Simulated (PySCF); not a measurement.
PySCF input for NbCl4, SMILES [Cl][Nb]([Cl])([Cl])[Cl] (connectivity only; charge and spin as stated), neutral, multiplicity 2, TDA-PBE/def2-SVPD. Coordinates come from a PBE-D3(BJ)/def2-SVP optimisation. The multiplicity is an assumed one; no other spin state was optimised. The isomer is the one that the SMILES or the coordinates give; other isomers of the formula were not compared. The def2 effective core potentials stand for the cores of Nb; spin–orbit coupling is left out.

```python
import numpy as np
from pyscf import gto, scf, dft, tdscf

mol = gto.M(
    atom='''
    Nb    0.00000000    0.00000000    0.00000000
    Cl    1.40628066   -1.40628066    1.13598961
    Cl   -1.40628066    1.40628066    1.13598961
    Cl    1.40628066    1.40628066   -1.13598961
    Cl   -1.40628066   -1.40628066   -1.13598961
    ''',
    basis='def2-SVPD',
    ecp={'Nb': 'def2-svp'},
    charge=0,
    spin=1,
    max_memory=1600,
    verbose=4,
)
mf = dft.UKS(mol, xc='pbe').density_fit(auxbasis='def2-universal-jkfit')
mf.grids.level = 3
mf.conv_tol = 1e-9
mf.max_cycle = 100
mf.kernel()
fine, coarse = mf.grids, dft.Grids(mol).set(level=1).build(with_non0tab=True)
for _ in range(3):  # follow internal instabilities
    mf.grids = coarse
    mo, _, stable, _ = mf.stability(return_status=True, nroots=4)
    mf.grids = fine
    if stable:
        break
    mf.kernel(mf.make_rdm1(mo, mf.mo_occ))
mf.grids = dft.Grids(mol).set(level=1).build(with_non0tab=True)  # coarser grid for the response kernel
td = tdscf.TDA(mf)
td.nstates = 10
td.conv_tol = 1e-4
td.positive_eig_threshold = 1e-6
td.kernel(x0=td.get_init_guess(mf, 15))
td.analyze(verbose=3)
```

Log of the run:

```
PySCF version 2.14.0

[INPUT] verbose = 4
[INPUT] num. atoms = 5
[INPUT] num. electrons = 81
[INPUT] charge = 0
[INPUT] spin (= nelec alpha-beta = 2S) = 1
[INPUT] symmetry False subgroup None
[INPUT] Mole.unit = angstrom
[INPUT] Symbol           X                Y                Z      unit          X                Y                Z       unit  Magmom
[INPUT]  1 Nb     0.000000000000   0.000000000000   0.000000000000 AA    0.000000000000   0.000000000000   0.000000000000 Bohr   0.0
[INPUT]  2 Cl     1.406280660000  -1.406280660000   1.135989610000 AA    2.657485301673  -2.657485301673   2.146709243251 Bohr   0.0
[INPUT]  3 Cl    -1.406280660000   1.406280660000   1.135989610000 AA   -2.657485301673   2.657485301673   2.146709243251 Bohr   0.0
[INPUT]  4 Cl     1.406280660000   1.406280660000  -1.135989610000 AA    2.657485301673   2.657485301673  -2.146709243251 Bohr   0.0
[INPUT]  5 Cl    -1.406280660000  -1.406280660000  -1.135989610000 AA   -2.657485301673  -2.657485301673  -2.146709243251 Bohr   0.0

nuclear repulsion = 450.334757351278
number of shells = 56
number of NR pGTOs = 240
number of NR cGTOs = 142
basis = def2-SVPD
ecp = {'Nb': 'def2-svp'}


[settings echo left out]
init E= -1890.02917261783
  alpha nocc = 41  HOMO = -0.505593019940379  LUMO = -0.503904874524862
  beta  nocc = 40  HOMO = -0.526831731625307  LUMO = -0.505593019940387

WARN: HOMO -0.505593019940379 >= LUMO -0.505593019940387

cycle= 1 E= -1890.7722632289  delta_E= -0.743  |g|= 3.27  |ddm|= 4.36
  alpha nocc = 41  HOMO = 0.0236038974302564  LUMO = 0.099595167300629
  beta  nocc = 40  HOMO = 0.0196641311372799  LUMO = 0.0248112632437203
  HOMO = 0.0236038974303  LUMO = 0.0248112632437  gap/eV = 0.03285
cycle= 2 E= -1861.15633582092  delta_E= 29.6  |g|=  4.7  |ddm|= 28.4
  alpha nocc = 41  HOMO = -0.503588534094195  LUMO = -0.494400991949823
  beta  nocc = 40  HOMO = -0.553766905029998  LUMO = -0.49706845027944
  HOMO = -0.503588534094  LUMO = -0.497068450279  gap/eV = 0.17742
cycle= 3 E= -1893.31008933521  delta_E= -32.2  |g|= 2.63  |ddm|= 28.3
  alpha nocc = 41  HOMO = -0.387784110423184  LUMO = -0.380255917512055
  beta  nocc = 40  HOMO = -0.387847571329754  LUMO = -0.385889300995535
  HOMO = -0.387784110423  LUMO = -0.385889300996  gap/eV = 0.05156
cycle= 4 E= -1885.61244581452  delta_E=  7.7  |g|= 3.72  |ddm|= 3.46
  alpha nocc = 41  HOMO = -0.37410702299588  LUMO = -0.361543566848949
  beta  nocc = 40  HOMO = -0.384451534844836  LUMO = -0.368826887009336
  HOMO = -0.374107022996  LUMO = -0.368826887009  gap/eV = 0.14368
cycle= 5 E= -1891.06142792596  delta_E= -5.45  |g|= 3.16  |ddm|= 2.52
  alpha nocc = 41  HOMO = -0.342302523659771  LUMO = -0.315055919740306
  beta  nocc = 40  HOMO = -0.380583392235703  LUMO = -0.327584741515066
  HOMO = -0.34230252366  LUMO = -0.327584741515  gap/eV = 0.40049
cycle= 6 E= -1895.13592128873  delta_E= -4.07  |g|= 1.83  |ddm|= 1.49
  alpha nocc = 41  HOMO = -0.205583314103251  LUMO = -0.164330321518346
  beta  nocc = 40  HOMO = -0.319012609512747  LUMO = -0.181382397979482
  HOMO = -0.205583314103  LUMO = -0.181382397979  gap/eV = 0.65854
cycle= 7 E= -1896.7097322286  delta_E= -1.57  |g|= 0.217  |ddm|= 1.43
  alpha nocc = 41  HOMO = -0.208525806402438  LUMO = -0.162408866386762
  beta  nocc = 40  HOMO = -0.322878453558969  LUMO = -0.187772200266029
  HOMO = -0.208525806402  LUMO = -0.187772200266  gap/eV = 0.56473
cycle= 8 E= -1896.72530669941  delta_E= -0.0156  |g|= 0.13  |ddm|= 0.209
  alpha nocc = 41  HOMO = -0.186506151273129  LUMO = -0.138860451496238
  beta  nocc = 40  HOMO = -0.309616935363426  LUMO = -0.163829945470275
  HOMO = -0.186506151273  LUMO = -0.16382994547  gap/eV = 0.61705
cycle= 9 E= -1896.73516228752  delta_E= -0.00986  |g|= 0.0169  |ddm|= 0.167
  alpha nocc = 41  HOMO = -0.184370114917507  LUMO = -0.136842679243181
  beta  nocc = 40  HOMO = -0.309767402747868  LUMO = -0.162150300698118
  HOMO = -0.184370114918  LUMO = -0.162150300698  gap/eV = 0.60463
cycle= 10 E= -1896.73530674036  delta_E= -0.000144  |g|= 0.00555  |ddm|= 0.0248
  alpha nocc = 41  HOMO = -0.184835272083409  LUMO = -0.137475888944347
  beta  nocc = 40  HOMO = -0.30977883640174  LUMO = -0.162629772344832
  HOMO = -0.184835272083  LUMO = -0.162629772345  gap/eV = 0.60424
cycle= 11 E= -1896.73532458848  delta_E= -1.78e-05  |g|= 0.000877  |ddm|= 0.00634
  alpha nocc = 41  HOMO = -0.184722095377302  LUMO = -0.137417588257942
  beta  nocc = 40  HOMO = -0.30969308098301  LUMO = -0.162598655556762
  HOMO = -0.184722095377  LUMO = -0.162598655557  gap/eV = 0.60201
cycle= 12 E= -1896.73532508945  delta_E= -5.01e-07  |g|= 6.89e-05  |ddm|= 0.00109
  alpha nocc = 41  HOMO = -0.184717273660939  LUMO = -0.137439043368566
  beta  nocc = 40  HOMO = -0.309690977418146  LUMO = -0.162619053360949
  HOMO = -0.184717273661  LUMO = -0.162619053361  gap/eV = 0.60132
cycle= 13 E= -1896.73532509687  delta_E= -7.43e-09  |g|= 5.88e-05  |ddm|= 0.000307
  alpha nocc = 41  HOMO = -0.184714972463299  LUMO = -0.137438540881877
  beta  nocc = 40  HOMO = -0.309690243565126  LUMO = -0.16261971188607
  HOMO = -0.184714972463  LUMO = -0.162619711886  gap/eV = 0.60124
cycle= 14 E= -1896.7353250991  delta_E= -2.22e-09  |g|= 2.24e-05  |ddm|= 0.000112
  alpha nocc = 41  HOMO = -0.184712364527177  LUMO = -0.137437607566302
  beta  nocc = 40  HOMO = -0.309689024490615  LUMO = -0.162620641961456
  HOMO = -0.184712364527  LUMO = -0.162620641961  gap/eV = 0.60115
cycle= 15 E= -1896.73532509951  delta_E= -4.12e-10  |g|= 2.78e-06  |ddm|= 4.37e-05
  alpha nocc = 41  HOMO = -0.184713153302093  LUMO = -0.137438327409481
  beta  nocc = 40  HOMO = -0.309688883531561  LUMO = -0.162621027900262
  HOMO = -0.184713153302  LUMO = -0.1626210279  gap/eV = 0.60116
Extra cycle  E= -1896.73532509948  delta_E= 2.59e-11  |g|= 7.09e-06  |ddm|= 1.29e-05
converged SCF energy = -1896.73532509948  <S^2> = 0.75319961  2S+1 = 2.0031971
tot grids = 33440
uhf_internal: lowest eigs of H = [0.25416327 0.26500811 0.26500954 0.28673105]
<class 'pyscf.df.df_jk.DFUKS'> wavefunction is stable in the internal stability analysis
tot grids = 33440
Overwritten attributes  positive_eig_threshold  of <class 'pyscf.tdscf.uks.TDA'>


******** <class 'pyscf.tdscf.uks.TDA'> for <class 'pyscf.df.df_jk.DFUKS'> ********
nstates = 10
deg_eia_thresh = 1.000e-03
wfnsym = None
conv_tol = 0.0001
eigh lindep = 1e-12
eigh level_shift = 0
eigh max_cycle = 100


Excitation energies (eV)
[0.25997884 1.1414294  1.14143369 1.72516403 3.63831683 3.71711181
 3.71712035 3.95356267 4.06527598 4.06529195]

** Excitation energies and oscillator strengths **
Excited State   1:      0.25998 eV   4769.01 nm  f=0.0000
Excited State   2:      1.14143 eV   1086.22 nm  f=0.0012
Excited State   3:      1.14143 eV   1086.21 nm  f=0.0012
Excited State   4:      1.72516 eV    718.68 nm  f=0.0075
Excited State   5:      3.63832 eV    340.77 nm  f=0.0033
Excited State   6:      3.71711 eV    333.55 nm  f=0.0027
Excited State   7:      3.71712 eV    333.55 nm  f=0.0027
Excited State   8:      3.95356 eV    313.60 nm  f=0.0000
Excited State   9:      4.06528 eV    304.98 nm  f=0.0066
Excited State  10:      4.06529 eV    304.98 nm  f=0.0066
```

The run converged.

Cost: about 2.5 core-minutes (a rough figure).
